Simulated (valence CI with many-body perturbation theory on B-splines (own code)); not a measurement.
E1 line list for Au48+

Level of theory: configuration interaction combined with many-body perturbation theory (CI+MBPT): three valence electrons over a frozen Dirac-Fock core [Ar] 3d10, radial functions for each j: 11 s, 11 p, 9 d, 7 f, 5 g, 2 h, 1 i, with the one-electron correlation potential Σ1, the two-electron term Σ2, the three-electron term Σ3, Breit, model QED; selected CI, second order for the rest (own B-spline code, finite nucleus).

The last digits are not significant, and no measured levels were compared; by estimate large intervals hold to a few tenths of a per cent, small ones and those within an open d or f shell to about a per cent.

Lines 51 to 100 of 272 in falling wavelength, among levels below 53.259 Ry, chosen from the strongest by gf and those to the six lowest levels. Wavelengths and rates use the calculated energies. Electric multipoles are in the length gauge, E1 and E2 with the static RPA response of the core. Weak lines are less certain than strong ones. Lines between different terms over intervals too small for the method are left out, as are lines whose strength nearly cancels. The highest levels of a list are the least certain.

Levels are named by their leading jj configuration (3d3/2^4 stands for four electrons in 3d with j = 3/2), which in mixed levels can hold well under half, so a name can repeat and another be missing. Letters in brackets count levels of one name in rising energy.

```csv
λ vac (nm),Upper,Lower,A (s⁻¹),S (a.u.) with core polarisation,S without
10.13,(4p1/2 4p3/2^2) J=3/2,(4s 4p3/2^2) J=5/2,5.17e+10,1.06e-01,1.13e-01
10.10,(4p1/2^2 4p3/2) J=3/2,(4s 4p1/2 4p3/2) J=5/2,7.55e+10,1.53e-01,1.63e-01
10.08,(4p1/2 4p3/2^2) J=5/2,(4s 4p3/2^2) J=5/2,3.27e+10,9.92e-02,1.05e-01
10.03,(4p1/2 4p3/2 4d5/2) J=5/2 [b],(4s 4p3/2 4d5/2) J=7/2 [a],2.66e+10,7.94e-02,8.42e-02
9.864,(4p1/2 4p3/2 4d5/2) J=9/2,(4s 4p3/2 4d5/2) J=9/2,3.41e+10,1.62e-01,1.71e-01
9.814,(4p1/2 4p3/2 4d3/2) J=5/2 [b],(4s 4p3/2 4d3/2) J=7/2,5.57e+10,1.56e-01,1.65e-01
9.661,(4p1/2^2 4d3/2) J=3/2,(4s 4p1/2 4d3/2) J=3/2 [a],2.08e+10,3.69e-02,3.92e-02
9.656,(4p1/2 4p3/2 4d3/2) J=3/2 [b],(4s 4p3/2 4d3/2) J=5/2 [a],3.67e+10,6.53e-02,6.92e-02
9.381,(4p1/2^2 4p3/2) J=3/2,(4s 4p1/2 4p3/2) J=3/2 [a],1.96e+10,3.20e-02,3.39e-02
8.366,(4s 4p1/2 4d3/2) J=3/2 [a],(4s 4p1/2 4p3/2) J=3/2 [b],2.00e+10,2.31e-02,2.44e-02
7.926,(4s 4p1/2 4d3/2) J=5/2,(4s 4p1/2 4p3/2) J=3/2 [b],2.09e+09,3.08e-03,3.27e-03
7.850,(4p1/2 4p3/2 4d3/2) J=5/2 [a],(4p1/2 4p3/2^2) J=5/2,3.05e+10,4.37e-02,4.62e-02
7.689,(4s 4p1/2 4d3/2) J=3/2 [a],(4s 4p1/2 4p3/2) J=5/2,7.03e+09,6.31e-03,6.67e-03
7.434,(4p1/2^2 4d3/2) J=3/2,(4p1/2^2 4p3/2) J=3/2,4.73e+10,3.84e-02,4.05e-02
7.316,(4s 4p1/2 4d3/2) J=5/2,(4s 4p1/2 4p3/2) J=5/2,2.85e+10,3.31e-02,3.48e-02
7.267,(4s 4p1/2 4d3/2) J=3/2 [a],(4s 4p1/2 4p3/2) J=3/2 [a],7.48e+09,5.67e-03,5.96e-03
7.262,(4s 4p1/2 4d3/2) J=1/2,(4s 4p1/2 4p3/2) J=3/2 [b],3.42e+09,1.29e-03,1.35e-03
7.193,(4s 4p1/2 4d3/2) J=3/2 [b],(4s 4p1/2 4p3/2) J=3/2 [b],1.21e+10,8.86e-03,9.35e-03
6.934,(4s 4p1/2 4d3/2) J=5/2,(4s 4p1/2 4p3/2) J=3/2 [a],1.92e+09,1.90e-03,1.99e-03
6.922,(4s^2 4d3/2) J=3/2,(4s^2 4p3/2) J=3/2,9.69e+09,6.34e-03,6.65e-03
6.687,(4s 4p1/2 4d3/2) J=3/2 [b],(4s 4p1/2 4p3/2) J=5/2,1.66e+09,9.82e-04,1.03e-03
6.648,(4s 4p1/2 4d5/2) J=5/2 [a],(4s 4p1/2 4p3/2) J=3/2 [b],4.43e+09,3.85e-03,4.05e-03
6.609,(4s 4p3/2 4d5/2) J=3/2 [a],(4s 4p3/2^2) J=3/2,6.94e+10,3.95e-02,4.16e-02
6.487,(4s 4p1/2 4f7/2) J=5/2,(4s 4p1/2 4d5/2) J=3/2,2.02e+11,1.63e-01,1.71e-01
6.478,(4s 4p1/2 4f7/2) J=7/2 [b],(4s 4p1/2 4d5/2) J=5/2 [b],1.46e+11,1.57e-01,1.64e-01
6.437,(4s 4p1/2 4f7/2) J=5/2,(4s 4p1/2 4d5/2) J=5/2 [b],4.23e+10,3.34e-02,3.52e-02
6.420,(4s 4p1/2 4d3/2) J=1/2,(4s 4p1/2 4p3/2) J=3/2 [a],1.02e+10,2.66e-03,2.81e-03
6.394,(4s^2 4f7/2) J=7/2,(4s^2 4d5/2) J=5/2,1.68e+11,1.73e-01,1.81e-01
6.366,(4s 4p1/2 4d3/2) J=3/2 [b],(4s 4p1/2 4p3/2) J=3/2 [a],2.40e+10,1.22e-02,1.29e-02
6.361,(4s 4p1/2 4f7/2) J=7/2 [a],(4s 4p1/2 4d5/2) J=5/2 [a],1.94e+11,1.97e-01,2.06e-01
6.324,(4s 4p1/2 4f7/2) J=9/2,(4s 4p1/2 4d5/2) J=7/2,1.71e+11,2.13e-01,2.23e-01
6.321,(4p1/2 4p3/2 4d5/2) J=3/2 [a],(4p1/2 4p3/2^2) J=3/2,1.39e+11,6.91e-02,7.27e-02
6.297,(4p1/2 4p3/2 4d5/2) J=5/2 [a],(4p1/2 4p3/2^2) J=5/2,1.49e+11,1.10e-01,1.16e-01
6.269,(4s 4p1/2 4f7/2) J=7/2 [b],(4s 4p1/2 4d5/2) J=7/2,3.98e+10,3.88e-02,4.08e-02
6.258,(4s 4p1/2 4d5/2) J=3/2,(4s 4p1/2 4p3/2) J=1/2,2.07e+11,1.00e-01,1.06e-01
6.229,(4s 4p1/2 4d5/2) J=5/2 [b],(4s 4p1/2 4p3/2) J=3/2 [b],2.08e+11,1.49e-01,1.57e-01
6.213,(4s 4p1/2 4d5/2) J=5/2 [a],(4s 4p1/2 4p3/2) J=5/2,1.20e+10,8.56e-03,9.02e-03
6.183,(4s 4p1/2 4d5/2) J=3/2,(4s 4p1/2 4p3/2) J=3/2 [b],7.19e+10,3.35e-02,3.54e-02
6.126,(4s 4p3/2 4d5/2) J=5/2 [a],(4s 4p3/2^2) J=5/2,2.50e+11,1.70e-01,1.79e-01
6.115,(4p1/2^2 4d5/2) J=5/2,(4p1/2^2 4p3/2) J=3/2,2.83e+11,1.91e-01,2.01e-01
6.082,(4p1/2 4p3/2 4d5/2) J=3/2 [b],(4p1/2 4p3/2^2) J=1/2,3.30e+11,1.47e-01,1.54e-01
6.061,(4p1/2 4p3/2 4d5/2) J=1/2,(4p1/2 4p3/2^2) J=1/2,5.08e+11,1.12e-01,1.18e-01
6.029,(4s 4p3/2 4d5/2) J=1/2,(4s 4p3/2^2) J=1/2,5.46e+11,1.18e-01,1.24e-01
6.028,(4s^2 4d5/2) J=5/2,(4s^2 4p3/2) J=3/2,3.38e+11,2.19e-01,2.31e-01
6.027,(4s 4p1/2 4d5/2) J=7/2,(4s 4p1/2 4p3/2) J=5/2,3.08e+11,2.66e-01,2.80e-01
6.017,(4s 4p3/2 4d5/2) J=3/2 [b],(4s 4p3/2^2) J=3/2,6.80e+10,2.92e-02,3.08e-02
5.954,(4s 4p3/2 4d5/2) J=3/2 [a],(4s 4p3/2^2) J=5/2,7.98e+10,3.33e-02,3.51e-02
5.950,(4p1/2 4p3/2 4d5/2) J=7/2 [b],(4p1/2 4p3/2^2) J=5/2,6.59e+11,5.48e-01,5.77e-01
5.935,(4s 4p1/2 4d5/2) J=5/2 [a],(4s 4p1/2 4p3/2) J=3/2 [a],4.16e+11,2.58e-01,2.71e-01
5.919,(4s 4p3/2 4d5/2) J=7/2 [a],(4s 4p3/2^2) J=5/2,2.71e+11,2.22e-01,2.33e-01
```
